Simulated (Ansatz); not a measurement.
Program: Ansatz. Geometries: PBE0-D4/def2-TZVP. ΔE: electronic, gas phase. CBS: MP2 limit from def2 TZ/QZ plus the TZ coupled-cluster correction, frozen cores. Functionals use def2-TZVPP. B3LYP here is the variant with VWN-RPA as its local correlation; programs differ in this. For Ge outer-core shells are correlated without core-valence functions, which leaves a few kJ/mol of doubt a bond. Scalar relativity is left out up to krypton. Each species was taken in one conformer, which may not be the lowest.

Reaction (substitution at a C–Ge bond): `[CH3][Ge]([F])([F])[F]` + `NBOCF` → `CNBOCF` + `[F][GeH]([F])[F]`

`[CH3][Ge]([F])([F])[F]`:

Z-matrix (Å, degrees):
```
C
Ge 1 1.911
H 1 1.089 2 109.2
H 1 1.089 2 109.2 3 120.0
H 1 1.089 2 109.2 3 -120.0
F 2 1.714 1 113.3 3 179.6
F 2 1.714 1 113.3 3 -60.4
F 2 1.714 1 113.3 3 59.6
```

`NBOCF`:

```xyz
10

N     1.651   -1.111   -0.137
B     0.570   -0.369    0.327
O    -0.406    0.003   -0.572
C    -1.425    0.834   -0.177
F    -1.055    2.145   -0.359
H     2.388   -1.428    0.465
H     1.765   -1.358   -1.106
H     0.471   -0.075    1.486
H    -1.664    0.710    0.885
H    -2.295    0.649   -0.811
```

`CNBOCF`:

Cartesian coordinates in Å:
```
C -0.333 -1.919 0.847
N -0.226 -0.588 0.297
B 0.950 0.154 0.222
O 1.016 1.415 -0.349
C -0.023 1.931 -1.074
F -1.136 2.142 -0.276
H -0.981 -1.941 1.729
H 0.656 -2.264 1.145
H -0.731 -2.628 0.114
H -1.106 -0.168 0.041
H 1.976 -0.287 0.650
H -0.340 1.251 -1.874
H 0.277 2.902 -1.471
```

`[F][GeH]([F])[F]`:

```xyz
5

F     1.098    0.316    1.226
Ge   -0.050   -0.068    0.022
F     0.833   -0.357   -1.410
F    -0.957    1.353   -0.250
H    -0.924   -1.245    0.411
```

```
             level  ΔE (eV)
            PBE-D4     0.94
          B3LYP-D4     0.95
           ωB97M-V     0.98
              PBE0     0.98
SCS-MP2/def2-TZVPP     0.97
   CCSD/def2-TZVPP     0.98
     MP2/CBS(def2)     1.05
    CCSD/CBS(def2)     1.01
```

(1) What does CCSD(T)/CBS give? (An estimate is asked.)

Largest T1 diagnostic among the species: 0.012.

Answers

(1) The calculation gave: +1.00 eV. The listed levels differ from it by -0.06, -0.05, -0.02, -0.02, -0.03, -0.02, 0.05, 0.01 eV.
